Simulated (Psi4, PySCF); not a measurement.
diphosphane (H4P2), singlet, at a GFN2-xTB geometry. Base run: HF/6-31+G*, TDA in PySCF.

Here is a job for PySCF.
```python
from pyscf import gto, scf, tdscf

mol = gto.Mole()
mol.atom = '''
    P    -0.957498   -0.491628   -0.027831
    P     0.957498    0.491628    0.027831
    H    -1.498030    0.298578    0.987175
    H    -1.465692    0.349142   -1.018629
    H     1.465692   -0.349142    1.018629
    H     1.498030   -0.298578   -0.987175
'''
mol.basis = '6-31+g*'
mol.charge = 0
mol.spin = 0
mol.verbose = 4
mol.build()

mf = scf.RHF(mol)
mf.kernel()
td = mf.TDA()
td.nstates = 5
td.kernel()
td.analyze()
```

Programs used: Psi4, PySCF; a row that names a program was run with it.

Variants of this job, named by their change:

```
change                           first excitation (eV)  oscillator strength of the first  second (eV)
-------------------------------  ---------------------  --------------------------------  -----------
base                                              6.17                             0.000         6.41
nstates = 2                                       6.17                             0.000         6.41
code = psi4                                       6.17                             0.000         6.41
guess vectors = 13 for 5 states                   6.17                             0.000         6.41
nstates = 10                                      6.17                             0.000         6.41
basis = aug-cc-pVDZ                               5.99                             0.000         6.28
functional = wb97x                                5.89                             0.000         6.12
nstates = 15                                      6.17                             0.000         6.41
functional = blyp                                 4.91                             0.000         5.32
basis = cc-pVDZ                                   7.09                             0.442         7.34
```

An iterative solver can miss low states, so a row lists the states that it found.
